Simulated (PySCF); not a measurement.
Isomers of C5H5F. Gas-phase values, no solvent. One relaxed conformer stands for each flexible species; it need not be the lowest. Strings in code marks are SMILES.

Calculation: TPSSh-D3(BJ)/def2-TZVP // B3LYP-D3(BJ)/def2-TZVP (PySCF). All candidates: neutral, multiplicity 1. Delta-SCF ions had no search for a lower state. Excitations are Tamm–Dancoff values on a coarser integration grid. The basis has no diffuse functions, so Rydberg states are missing or too high.

```json
{
  "vertical ionisation energy (Delta-SCF)": "7.67 eV",
  "LUMO": "-1.10 eV",
  "S1 excitation (TDA)": "3.72 eV"
}
```

Task: Name which member has these values.
A. `C#C/C=C(\C)F`
B. `C#C/C=C/CF`
C. `CC(F)=C1C=C1`
D. `FC1C=CC=C1`

Result: C, `CC(F)=C1C=C1`. The others give `C#C/C=C/CF`: 9.25 eV, -1.70 eV, 5.15 eV; `FC1C=CC=C1`: 8.76 eV, -1.78 eV, 4.73 eV; `C#C/C=C(\C)F`: 8.75 eV, -1.08 eV, 5.63 eV
